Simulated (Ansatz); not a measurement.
C2H5NO, SMILES `C=NCO` (C–N–C–O torsion -130°, N–C–O–H torsion -47°) (charge 0, multiplicity 1).

Z-matrix (Å, degrees):
```
N
C 1 1.2593
H 2 1.0881 1 119.52
H 2 1.0972 3 117.12 1 179.93
C 1 1.4492 2 118.45 3 -179.44
H 5 1.0963 1 113.01 2 -11.23
H 5 1.0979 6 108.95 1 -118.75
O 5 1.4075 6 106.27 7 -120.04
H 8 0.9654 5 107.34 6 -169.79
```
Charge 0, spin multiplicity 1.

Frozen-core energies in 6-31g from Ansatz (an electronic-structure program) at a geometry from B3LYP-D3(BJ)/def2-TZVP; the HF reference has <S^2> = 0.00 (restricted, and unstable towards unrestricted orbitals) and the T1 diagnostic is 0.011.

| level | energy (Ha) |
|---|---|
| HF | -207.81420 |
| MP2 | -208.22439 |
| CCSD | -208.25512 |
| CCSD(T) | -208.26607 |

Question: Estimate the energies of CCSDT and CCSDT(Q), and give each level's difference from CCSDT(Q).

Answer: 
```
level     energy (Ha)  difference from CCSDT(Q) (mHa)
--------  -----------  ------------------------------
MP2        -208.22439                           43.59
CCSD       -208.25512                           12.86
CCSD(T)    -208.26607                            1.91
CCSDT      -208.26658                            1.40
CCSDT(Q)   -208.26798                            0.00
```
